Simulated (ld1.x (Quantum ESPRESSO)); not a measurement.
What one change does to a pseudopotential (Ti, ultrasoft)

titanium (Ti), ultrasoft, made with ld1.x (Quantum ESPRESSO) 7.5 (PBEsol, non-relativistic). Core [Ar], reference 3d2 4s1 4p0 (charge +1). Waves: 4s (bound): rcut 2.05, rcutus 2.75 bohr; 4s channel at 0.6 Ry: rcut 2.05, rcutus 2.75 bohr; 4p (bound, empty): rcut 2.60, rcutus 3.10 bohr; 4p channel at 1.75 Ry: rcut 2.60, rcutus 3.10 bohr; 3d (bound): rcut 1.85, rcutus 2.50 bohr; 3d channel at -0.5 Ry: rcut 1.85, rcutus 2.50 bohr. Local part: all-electron potential smoothed inside 2.40 bohr (lloc = -2). Core correction: none. Augmentation charge: PSQ, inside the norm-conserving radii.

Change: local potential all-electron potential smoothed inside 3.38 bohr (lloc = -2).

Cutoffs: the cutoffs (Ry, on a coarse ladder) from which the occupation-weighted sum of valence levels, in a spherical-Bessel basis at the reference potential, stays within 10 and 1 mRy of its value at 400 Ry; they do not see the model core or the augmentation charge, which bear on the density cutoff. Errors are all-electron minus pseudo energies relative to the spin-unpolarised reference configuration.

**Question.** Predict the effect on cutoff, ghosts and configuration errors.

**Answer.** The potential gets neither clearly harder nor softer (15 Ry and 18 Ry → 15 Ry and 18 Ry); of the 7 tests that both files solve, the error grows in 1 and shrinks in 2 by more than 15 % and 0.3 meV (median size 29.3 → 20.0 meV); neither file shows a bound ghost.

```csv
quantity,base,changed
"cutoff, loose",15 Ry,15 Ry
"cutoff, tight",18 Ry,18 Ry
bound ghosts,none,none
"error for 3d2 4s2 4p0, meV [ΔE -7.30 eV]",+1.5,+1.5
"error for 3d2 4s0 4p0, meV [ΔE 13.37 eV]",+105,+105
"error for 3d1 4s0 4p0, meV [ΔE 40.43 eV]",+50,+35
"error for 3d3 4s1 4p0, meV [ΔE -6.35 eV]",-5.3,-9.5
"error for 3d3 4s0 4p0, meV [ΔE -0.18 eV]",+29,+20
"error for 3d2 4s1.5 4p0, meV [ΔE -4.38 eV]",+1.3,+1.4
"error for 3d1 4s2 4p0, meV [ΔE 2.67 eV]",+108,+96
lowest overlap eigenvalue by channel,"s 0.47, p 0.71, d 1.00","s 0.43, p 0.71, d 1.00"
```
